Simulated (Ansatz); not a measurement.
A nudged elastic band was laid between two geometries of Cl2GeH2 + H2S (8 atoms, charge 0, multiplicity 1).

These are results of RKS PBE0-D4/def2-SVP (Ansatz), not measurements.

| Item | Value |
| --- | --- |
| movable images | 9 |
| climbing image | yes |
| spring | 5.0 eV/Å² |
| optimiser | quadratic models (default) |
| start path | through a guess of the saddle point |
| force threshold | 0.05 eV/Å |
| iteration limit | 50 |
| end points | relaxed |

Initial state:

```xyz
8
Properties=species:S:1:pos:R:3
Ge -0.104 -0.320 -0.013
Cl 0.220 -0.766 2.072
H 1.228 0.058 -0.654
Cl -1.436 1.374 -0.112
H -0.845 -1.513 -0.621
S 1.949 2.622 1.317
H 1.601 1.718 2.258
H 0.656 2.918 1.062
```

Final state:

```xyz
8
Properties=species:S:1:pos:R:3
Ge -0.158 0.627 -0.132
Cl 1.602 -0.929 2.656
H 1.140 -0.086 -0.507
Cl -0.881 1.605 -1.918
H -1.274 -0.258 0.420
S 0.235 2.173 1.434
H 1.351 2.639 0.831
H 1.255 0.321 2.524
```

(1) What changes between the two ends?

(2) Give the energies along the band, and the barrier.

(3) What is the geometry of the highest image?

The band took 34 iterations and roughly 40 core-minutes.

Results:

(1) Bonds broken: Ge1–Cl2, S6–H8. Bonds formed: Ge1–S6, Cl2–H8. Cl2GeH2 + H2S becomes ClGeH3S + ClH.

(2) The run converged. The highest image is number 6 of 0 to 10, 1.14 eV above the first end and 0.94 eV above the last; the last end lies 0.19 eV above the first. Beside the main top the profile has a ripple of under 15 meV (maxima at images 3, 6), which may be a very shallow well or noise. A vibrational analysis at the climbing image gives one clearly imaginary mode, 268i cm⁻¹: a first-order saddle point. The orbitals stay closed-shell, which can raise the energy where a bond breaks towards radicals; this wasn't checked here.

```json
{"image": "0", "path coordinate (Å)": "0.00", "energy (eV)": "0.00", "Ge1–Cl2 (Å)": "2.16", "S6–H8 (Å)": "1.35", "Ge1–S6 (Å)": "3.83"}
{"image": "1", "path coordinate (Å)": "1.33", "energy (eV)": "0.03", "Ge1–Cl2 (Å)": "2.16", "S6–H8 (Å)": "1.35", "Ge1–S6 (Å)": "3.83"}
{"image": "2", "path coordinate (Å)": "2.66", "energy (eV)": "0.09", "Ge1–Cl2 (Å)": "2.16", "S6–H8 (Å)": "1.35", "Ge1–S6 (Å)": "4.32"}
{"image": "3", "path coordinate (Å)": "3.98", "energy (eV)": "0.11", "Ge1–Cl2 (Å)": "2.16", "S6–H8 (Å)": "1.35", "Ge1–S6 (Å)": "4.81"}
{"image": "4", "path coordinate (Å)": "5.31", "energy (eV)": "0.10", "Ge1–Cl2 (Å)": "2.16", "S6–H8 (Å)": "1.35", "Ge1–S6 (Å)": "4.68"}
{"image": "5", "path coordinate (Å)": "6.64", "energy (eV)": "0.64", "Ge1–Cl2 (Å)": "2.20", "S6–H8 (Å)": "1.35", "Ge1–S6 (Å)": "3.55"}
{"image": "6", "path coordinate (Å)": "7.97", "energy (eV)": "1.14", "Ge1–Cl2 (Å)": "2.52", "S6–H8 (Å)": "1.43", "Ge1–S6 (Å)": "2.44"}
{"image": "7", "path coordinate (Å)": "8.36", "energy (eV)": "0.89", "Ge1–Cl2 (Å)": "2.73", "S6–H8 (Å)": "1.68", "Ge1–S6 (Å)": "2.36"}
{"image": "8", "path coordinate (Å)": "8.74", "energy (eV)": "0.43", "Ge1–Cl2 (Å)": "3.03", "S6–H8 (Å)": "1.97", "Ge1–S6 (Å)": "2.28"}
{"image": "9", "path coordinate (Å)": "9.13", "energy (eV)": "0.22", "Ge1–Cl2 (Å)": "3.36", "S6–H8 (Å)": "2.20", "Ge1–S6 (Å)": "2.25"}
{"image": "10", "path coordinate (Å)": "9.52", "energy (eV)": "0.19", "Ge1–Cl2 (Å)": "3.65", "S6–H8 (Å)": "2.38", "Ge1–S6 (Å)": "2.24"}
```

(3) 
```xyz
8
Properties=species:S:1:pos:R:3:forces:R:3
Ge 0.054 0.241 0.061 0.00 0.00 0.00
Cl 0.967 -0.819 2.152 0.00 0.00 0.00
H 1.307 -0.288 -0.627 0.00 0.00 0.00
Cl -0.579 1.682 -1.526 0.00 0.00 0.00
H -1.270 -0.464 0.321 0.00 0.00 0.00
S 0.354 2.133 1.575 0.00 0.00 0.00
H 1.510 2.531 0.996 0.00 0.00 0.00
H 0.927 1.078 2.355 0.00 0.00 0.00
```

Run time: 19 min on 2 threads of Intel(R) Xeon(R) Platinum 8488C (Sapphire Rapids), on a shared host, peak memory 0.3 GiB.
